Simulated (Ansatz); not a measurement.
Input for Ansatz (development build ahead of 0.2.0):

```yaml
crystal:
  periodic: [false, false, false]
  atoms:
    - { symbol: Cr, position_ang: [0.0, 0.0, 0.0] }
    - { symbol: Cu, position_ang: [0.0, 0.0, 2.5] }
basis:
  gaussian: { orbitals: def2-SVP }
magnetization:
  spin_polarized: true
  initial_magnetization: 5
hamiltonian:
  xc: pbe0
scf:
  omitted_lower_state_checks: [starts, atomic_configurations, cluster_reference, orbital_swaps, given_window_search, neighbouring_geometries, increment]
output:
  forces: true
```

The input is written out in the form of the current development build from the run's settings.

Output:

| Item | Value |
| --- | --- |
| Converged | yes |
| Total energy | -2684.11994 hartree |
| Spin squared of the determinant | 8.909 |
| Stability test | minimum |

Forces (eV/Å):
```tsv
atom	Fx	Fy	Fz
Cr1	0.000	0.000	0.291
Cu2	0.000	0.000	-0.291
```

Caution: other spin multiplicities were not run.
